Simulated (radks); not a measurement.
Results of a calculation; reference values are marked as such.
Ionisation of neutral neon, [Ne], to [He] 2s2 2p5 as the strength of local exchange is varied. Level of theory: scalar-relativistic Kohn-Sham, Slater X-alpha exchange (alpha = 2/3 is LDA exchange), no correlation, spin-polarised, spherical densities, finite nucleus; Fermi nuclear charge, rms radius 3.0055 fm (a radial shooting solver on a logarithmic mesh with Libxc functionals).

alpha	E(Ne) (hartree)	exchange (hartree)	IE (eV)	-e of the level emptied (eV)	<r> of it (bohr)
0.57	-126.05656	-9.25554	18.622	10.372 (2p)	1.016
0.641	-127.21445	-10.49731	19.988	11.590 (2p)	0.9965
0.667	-127.64092	-10.95689	20.499	12.049 (2p)	0.9897
0.745	-128.92825	-12.35120	22.071	13.472 (2p)	0.9699
0.823	-130.22738	-13.76877	23.696	14.958 (2p)	0.9512
0.846	-130.61271	-14.19120	24.186	15.408 (2p)	0.9459
0.942	-132.23207	-15.97613	26.280	17.345 (2p)	0.9246
0.948	-132.33387	-16.08885	26.413	17.469 (2p)	0.9234

NIST Atomic Spectra Database: 21.565 eV (measured). The Delta-SCF value meets it near alpha = 0.72. Open shells are spherical and high-spin; term and fine-structure splittings are not resolved.
